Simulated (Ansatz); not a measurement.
An input meant for `C=CCCCCCCCCCO` (charge 0, singlet; atoms displaced at random, 0.08 Å in each coordinate).

```yaml
crystal:
  periodic: [false, false, false]
  atoms:
    - {symbol: C, position_ang: [-6.182380, 1.156631, 0.050611]}
    - {symbol: C, position_ang: [-5.011884, 0.308397, 0.675270]}
    - {symbol: C, position_ang: [-3.539641, 0.359791, 0.146908]}
    - {symbol: C, position_ang: [-3.056156, -0.738903, -0.551133]}
    - {symbol: C, position_ang: [-1.559819, -0.633495, -0.666054]}
    - {symbol: C, position_ang: [-0.636804, -0.648807, 0.230208]}
    - {symbol: C, position_ang: [0.894267, -0.563474, -0.123967]}
    - {symbol: C, position_ang: [1.850489, -0.577919, 1.109362]}
    - {symbol: C, position_ang: [3.151124, -0.840011, 0.520415]}
    - {symbol: C, position_ang: [3.758865, 0.683321, -0.188517]}
    - {symbol: C, position_ang: [5.291411, 0.531005, -0.548988]}
    - {symbol: O, position_ang: [5.700032, 1.460927, -1.390913]}
    - {symbol: H, position_ang: [-7.166864, 0.910088, 0.315673]}
    - {symbol: H, position_ang: [-5.692024, 2.008485, -0.415465]}
    - {symbol: H, position_ang: [-5.347284, -0.593329, 1.251753]}
    - {symbol: H, position_ang: [-3.503242, 1.222915, -0.295157]}
    - {symbol: H, position_ang: [-3.065717, 0.569673, 1.260558]}
    - {symbol: H, position_ang: [-3.659758, -1.041046, -1.447296]}
    - {symbol: H, position_ang: [-3.291505, -1.669449, 0.128748]}
    - {symbol: H, position_ang: [-1.394897, 0.163009, -1.682893]}
    - {symbol: H, position_ang: [-1.430811, -1.561020, -1.569590]}
    - {symbol: H, position_ang: [-0.892263, -1.563773, 0.969408]}
    - {symbol: H, position_ang: [-0.910875, 0.311279, 0.799845]}
    - {symbol: H, position_ang: [1.053827, -1.472809, -0.603759]}
    - {symbol: H, position_ang: [0.953152, 0.342684, -0.714286]}
    - {symbol: H, position_ang: [1.739874, 0.485104, 1.518041]}
    - {symbol: H, position_ang: [1.626929, -1.422869, 1.783419]}
    - {symbol: H, position_ang: [3.854015, -0.704568, 1.534183]}
    - {symbol: H, position_ang: [3.436533, -1.517268, 0.017158]}
    - {symbol: H, position_ang: [3.248397, 0.570688, -1.213824]}
    - {symbol: H, position_ang: [3.525921, 1.640039, 0.233529]}
    - {symbol: H, position_ang: [5.828015, 0.604066, 0.475985]}
    - {symbol: H, position_ang: [5.663129, -0.510365, -1.108542]}
    - {symbol: H, position_ang: [5.480839, 2.390181, -0.905819]}
basis:
  gaussian: {orbitals: 6-31G}
hamiltonian: {xc: {name: B2PLYP}, dispersion: rvv10}
scf: {omitted_lower_state_checks: [starts]}
```

```sh
$ ansatz run in.yaml --threads 4 --pin off --events-out ev --progress --plain --max-ram 6963MiB
```

It prints (some lines left out):

```
Error: invalid value for `hamiltonian.dispersion`: this functional's text states its nonlocal part
```

Question: Something in this input is off. What?

Answer: The functional holds a nonlocal dispersion part already, so the dispersion key must go. The program refused the input.
